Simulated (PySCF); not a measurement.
Members of one series of related molecules.

All values: PBE0/pcSseg-1 (PySCF) at PBE0-D3(BJ)/def2-SVP geometries, gas phase, one conformer each.

(1) Rank by LUMO energy, lowest first.
A. `[C@@H]1(CCC[SiH2]C1)CF`
B. `C1CC([C@@H]2CCC[SiH2]C2)C1`
C. `C1CC[SiH2]C[C@@H]1C=O`

(2) Rank by dipole moment, highest first.
A. `[CH2:1]1[CH2:2][CH:3]([C@@H:4]2[CH2:5][CH2:6][CH2:7][SiH2:8][CH2:9]2)[CH2:10]1` with C2–C3–C4–C5 -65°, C10–C1–C2–C3 19°, C1–C2–C3–C4 -141°, C3–C4–C5–C6 171°, C4–C5–C6–C7 65°
B. `[F:1][CH2:2][C@H:3]1[CH2:4][CH2:5][CH2:6][SiH2:7][CH2:8]1` with F1–C2–C3–C4 -62°, C2–C3–C4–C5 -173°, C3–C4–C5–C6 -65°, C4–C5–C6–Si7 56°, C5–C6–Si7–C8 -45°
C. `[O:1]=[CH:2][C@@H:3]1[CH2:4][CH2:5][CH2:6][SiH2:7][CH2:8]1` with O1–C2–C3–C4 -116°, C2–C3–C4–C5 174°, C3–C4–C5–C6 65°, C4–C5–C6–Si7 -56°, C5–C6–Si7–C8 45°
D. `[NH2:1][CH2:2][C@@H:3]1[CH2:4][CH2:5][CH2:6][SiH2:7][CH2:8]1` with H–N1–C2–C3 -79° and 163°, N1–C2–C3–C4 63°, C2–C3–C4–C5 172°, C3–C4–C5–C6 66°, C4–C5–C6–Si7 -56°, C5–C6–Si7–C8 44°

## Answers

(1) C (-0.63 eV), A (1.16 eV), B (1.30 eV).

(2) C (2.99 D), D (2.09 D), B (1.41 D), A (0.78 D).

All values together:

```csv
SMILES,formula,μ (D),HOMO (eV),LUMO (eV),lowest IAO charge (e),highest IAO charge (e),lowest Hirshfeld charge (e),highest Hirshfeld charge (e)
FC[C@H]1CCC[SiH2]C1,C6H13FSi,1.41,-7.93,1.16,-0.545 (C),+0.751 (Si),-0.164 (C),+0.333 (Si)
NC[C@@H]1CCC[SiH2]C1,C6H15NSi,2.09,-6.80,1.24,-0.575 (N),+0.748 (Si),-0.226 (N),+0.328 (Si)
C1CC([C@@H]2CCC[SiH2]C2)C1,C9H18Si,0.78,-7.65,1.30,-0.539 (C),+0.749 (Si),-0.160 (C),+0.330 (Si)
CC(C)(C)[C@H]1CCC[SiH2]C1,C9H20Si,0.80,-7.67,1.17,-0.539 (C),+0.750 (Si),-0.161 (C),+0.330 (Si)
O=C[C@@H]1CCC[SiH2]C1,C6H12OSi,2.99,-7.18,-0.63,-0.541 (C),+0.756 (Si),-0.228 (O),+0.339 (Si)
```

Conformers: `[F:1][CH2:2][C@H:3]1[CH2:4][CH2:5][CH2:6][SiH2:7][CH2:8]1` with F1–C2–C3–C4 -62°, C2–C3–C4–C5 -173°, C3–C4–C5–C6 -65°, C4–C5–C6–Si7 56°, C5–C6–Si7–C8 -45°; `[NH2:1][CH2:2][C@@H:3]1[CH2:4][CH2:5][CH2:6][SiH2:7][CH2:8]1` with H–N1–C2–C3 -79° and 163°, N1–C2–C3–C4 63°, C2–C3–C4–C5 172°, C3–C4–C5–C6 66°, C4–C5–C6–Si7 -56°, C5–C6–Si7–C8 44°; `[CH2:1]1[CH2:2][CH:3]([C@@H:4]2[CH2:5][CH2:6][CH2:7][SiH2:8][CH2:9]2)[CH2:10]1` with C2–C3–C4–C5 -65°, C10–C1–C2–C3 19°, C1–C2–C3–C4 -141°, C3–C4–C5–C6 171°, C4–C5–C6–C7 65°; `[CH3:1][C:2]([CH3:3])([CH3:4])[C@H:5]1[CH2:6][CH2:7][CH2:8][SiH2:9][CH2:10]1` with C2–C5–C6–C7 -164°, C5–C6–C7–C8 -68°, C6–C7–C8–Si9 54°, C7–C8–Si9–C10 -43°; `[O:1]=[CH:2][C@@H:3]1[CH2:4][CH2:5][CH2:6][SiH2:7][CH2:8]1` with O1–C2–C3–C4 -116°, C2–C3–C4–C5 174°, C3–C4–C5–C6 65°, C4–C5–C6–Si7 -56°, C5–C6–Si7–C8 45°.
